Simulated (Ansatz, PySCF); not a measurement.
Species: sum formula SiN3H5F, charge 0, multiplicity 2. It need not be the lowest isomer of its formula. 
Geometry from a B3LYP-D3(BJ)/def2-TZVP (Ansatz, a quantum-chemistry and plane-wave program) optimisation:
```xyz
10

Si     0.0386    -0.0061     0.0172
F     -0.1452    -0.7393     1.4292
N      1.5560    -0.5818    -0.5980
N     -0.0243     1.6930     0.1123
N     -1.2717    -0.5499    -0.9276
H      2.0217     0.0365    -1.2641
H     -0.8224     2.1580     0.5178
H      0.8163     2.2340     0.2360
H     -1.4955    -0.1076    -1.8041
H     -1.5738    -1.5107    -0.8962
```
Charge 0, spin multiplicity 2.

Total electronic energies in hartree. Correlated levels leave the core frozen unless marked. UHF or UKS for open shells. Spin-orbit coupling is left out. Non-relativistic. CBS(X,Y): correlation extrapolated as X^-3; Hartree-Fock from the larger set. The bracket is a focal-point correction in the basis named.

```json
[
 {"level": "HF-D3(BJ)/def2-TZVPD", "program": "PySCF + dftd3", "energy (Eh)": "-554.95360"},
 {"level": "RI-HF/cc-pV(T+d)Z", "program": "Ansatz", "energy (Eh)": "-554.88811"},
 {"level": "RI-HF/cc-pV(Q+d)Z", "program": "Ansatz", "energy (Eh)": "-554.91540"},
 {"level": "r2SCAN-D3(BJ)/def2-TZVPD", "program": "Ansatz + dftd3", "energy (Eh)": "-556.68302"},
 {"level": "PBE0/def2-TZVP", "program": "Ansatz", "energy (Eh)": "-556.42095"},
 {"level": "wB97M-V/def2-TZVPD", "program": "Ansatz", "energy (Eh)": "-556.72992"},
 {"level": "MP2/cc-pV(T+d)Z", "program": "Ansatz", "energy (Eh)": "-555.85167"},
 {"level": "CCSD(T)/STO-3G", "program": "Ansatz", "energy (Eh)": "-548.00621"},
 {"level": "RI-MP2/CBS(cc-pV(T+d)Z,cc-pV(Q+d)Z)+[CCSD(T)-MP2]/cc-pV(T+d)Z", "program": "Ansatz", "energy (Eh)": "-556.0795"}
]
```

Totals of different functionals don't rank their quality; only differences between species are comparable.
